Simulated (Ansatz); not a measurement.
PBE exchange is replaced step by step with exact exchange (0 % is PBE, 25 % PBE0; no dispersion term), basis def2-TZVP, Ansatz. System: the cluster FeBr₂. Charge 0, multiplicity 1. Geometry: PBE0-D4/def2-TZVP.

Geometry of the singlet:

Cartesian coordinates in Å:
```
Fe -0.004 -0.006 0.001
Br 0.949 -0.889 -1.791
Br -0.945 0.895 1.791
```

At PBE-D4/def2-TZVP, PBE0-D4/def2-TZVP the restricted singlet is unstable: a solution with broken spin symmetry lies lower. At PBE-D4/def2-TZVP an occupied level of the charge 0 singlet lies above an empty one (by up to 0.01 eV), so this SCF solution is probably not the lowest. The restricted singlet is unstable towards broken spin symmetry at other levels; at PBE with 5 % exact exchange/def2-TZVP, PBE with 10 % exact exchange/def2-TZVP, PBE with 15 % exact exchange/def2-TZVP, PBE with 35 % exact exchange/def2-TZVP and others this wasn't settled. The geometry of the singlet was relaxed on an unsound state (restricted singlet, unstable towards broken spin symmetry). At PBE0-D4/def2-TZVP a quintet of charge 0 lies 3.63 eV below the restricted singlet, each at its own geometry. The structure comes from a short search, and lower isomers may exist.

```tsv
exact exchange (%)	HOMO (eV)	LUMO (eV)	gap (eV)
0	-5.73	-5.73	-0.01
5	-6.34	-5.49	0.85
10	-6.93	-5.24	1.69
15	-7.42	-4.98	2.44
25	-8.39	-4.41	3.98
35	-9.30	-3.78	5.53
```

(1) Estimate the row for 50 %.

## Answers

(1) 
| exact exchange (%) | HOMO (eV) | LUMO (eV) | gap (eV) |
| --- | --- | --- | --- |
| 50 | -10.24 | -2.70 | 7.54 |
